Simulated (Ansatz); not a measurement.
Two isomers of C2H6GeS: A = `C[CH]1[S][GeH2]1`, B = `C=C[S][GeH3]`.

Isolated molecules relaxed with PBE0-D4/def2-TZVP in Ansatz; ΔE leaves out vibrations. CCSD(T)/CBS is the MP2 limit (def2-TZVPP, def2-QZVPP) plus CCSD(T) − MP2 in def2-TZVPP, frozen cores. Functionals use def2-TZVPP. B3LYP here is the variant with VWN-RPA as its local correlation; programs differ in this. For Ge outer-core shells are correlated without core-valence functions, which leaves a few kJ/mol of doubt a bond. Scalar relativity is left out up to krypton. One conformer a species, not always the lowest.

Problem. Which is lower in electronic energy at CCSD(T)/CBS, and by how much? (Estimate.)

Solution. Ansatz gave: A, by 17.5 kJ/mol.

Problem. Give E(B) − E(A) in kJ/mol with PBE0-D4, B2PLYP, r2SCAN-D4, B3LYP, HF/def2-TZVPP, CCSD/def2-TZVPP, ωB97M-V. (Best estimate.)

Solution. Computed: PBE0-D4 19.3, B2PLYP 5.4, r2SCAN-D4 13.4, B3LYP -3.8, HF/def2-TZVPP -19.7, CCSD/def2-TZVPP 8.8, ωB97M-V 11.0. The order is the other way round with B3LYP, HF/def2-TZVPP.

Largest T1 diagnostic: 0.012.

From PBE to PBE0 (25 % exact exchange), in def2-TZVPP and without D4, E(B) − E(A) moves by +4.0 kJ/mol. In def2-TZVPP, CCSD(T) changes the Hartree–Fock value by +31.3 kJ/mol (the triples alone add +2.9 kJ/mol) and MP2 by +44.3 kJ/mol.
